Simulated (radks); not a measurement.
Dispersion coefficients C6 (hartree bohr^6) between ground-configuration atoms and ions, from the Casimir-Polder integral (3/pi) of alpha_A(iw) alpha_B(iw). Method: scalar-relativistic Kohn-Sham, LDA (Slater exchange, Perdew-Wang correlation), spin-polarised, spherical densities, finite nucleus; open shells are filled with parallel spins first (spin-orbit coupling, left out, can overturn this in heavy ions); Fermi nuclear charge, rms radius of each element as measured or else 0.836 A^(1/3) + 0.57 fm; computed with a radial shooting solver on a logarithmic mesh with Libxc functionals. Response by self-consistent Sternheimer equations with the Hartree and adiabatic LDA kernel, the relativistic mass of each level held fixed and spin-orbit coupling left out. For heavy and open-shell atoms this level of theory can miss by tens of per cent.

C6,Xe3+,Ga3+,Ag+,Xe+,Ge2+,Nb+
Xe3+,55.47,,,,,
Ga3+,12.60,3.351,,,,
Ag+,59.79,13.59,64.57,,,
Xe+,92.87,20.01,100.2,158.4,,
Ge2+,44.93,9.591,48.60,77.22,37.93,
Nb+,95.20,19.62,103.5,165.9,82.26,183.2

Static polarisabilities (bohr^3): Xe3+ ([Kr] 4d10 5s2 5p3) 9.331, Ga3+ ([Ar] 3d10) 1.491, Ag+ ([Kr] 4d10) 10.74, Xe+ ([Kr] 4d10 5s2 5p5) 18.20, Ge2+ ([Ar] 3d10 4s2) 9.853, Nb+ ([Kr] 4d4) 28.23. The combination rule 2 Ca Cb / ((alpha_b/alpha_a) Ca + (alpha_a/alpha_b) Cb) gives 159.5 for Xe+-Nb+, against 165.9 from the integral.
